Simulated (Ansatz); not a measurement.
Reaction (ligand exchange at the Si–C bond): `C[Si](C)(C)F` + H₂Se → `C[Si](C)(F)[SeH]` + CH₄

Computed with Ansatz on PBE0-D4/def2-TZVP structures; ΔE is electronic, products minus reactants. CCSD(T)/CBS adds triple-zeta CCSD(T) − MP2 to the extrapolated MP2 energy (def2 sets, frozen cores). This one scheme is used for every species. Functionals use def2-TZVPP. B3LYP here is the variant with VWN-RPA as its local correlation; programs differ in this. For Se outer-core shells are correlated without core-valence functions, which leaves a few kJ/mol of doubt a bond. Scalar relativity is left out up to krypton. Each species was taken in one conformer, which may not be the lowest.

```csv
level,ΔE (kJ/mol)
PBE0-D4,-68.4
PBE-QIDH,-68.2
B3LYP,-63.1
r2SCAN0,-67.5
CAM-B3LYP,-59.8
CCSD(T)/def2-TZVPP,-63.6
HF/def2-QZVPP,-63.0
HF/CBS(def2),-63.0
```

What does CCSD(T)/CBS give? (An estimate is asked.)

Computed: -68.0 kJ/mol. The listed levels differ from it by -0.4, -0.2, 4.9, 0.5, 8.2, 4.4, 5.0, 5.0 kJ/mol.

What do rigid-rotor, harmonic-oscillator terms from PBE0-D4/def2-TZVP frequencies (298.15 K, 1 bar) make of the CCSD(T)/CBS value? (An estimate is asked.)

The calculation gave: ΔZPE = +7.5 kJ/mol, ΔH = -59.4 kJ/mol, ΔS = 2 J/(mol·K), ΔG = -59.9 kJ/mol.

Largest T1 diagnostic among the species: 0.010.

Leaving LDA and LC-ωPBE aside and taking each functional with its dispersion term where it has one, the values, not all of them listed here, spread over 6.5 kJ/mol, from revPBE-D4 to CAM-B3LYP-D4. LDA lies +4.3 kJ/mol from PBE without D4. The D4 term adds −4.0 kJ/mol with B3LYP and −2.0 kJ/mol with PBE0; it sums over pairs of atoms, weighted by their polarisabilities, and B3LYP, whose exchange is more repulsive, gets the larger term. At CCSD(T), def2-SVP lies +10.3 kJ/mol from the extrapolated value and def2-TZVPP +4.4 kJ/mol.
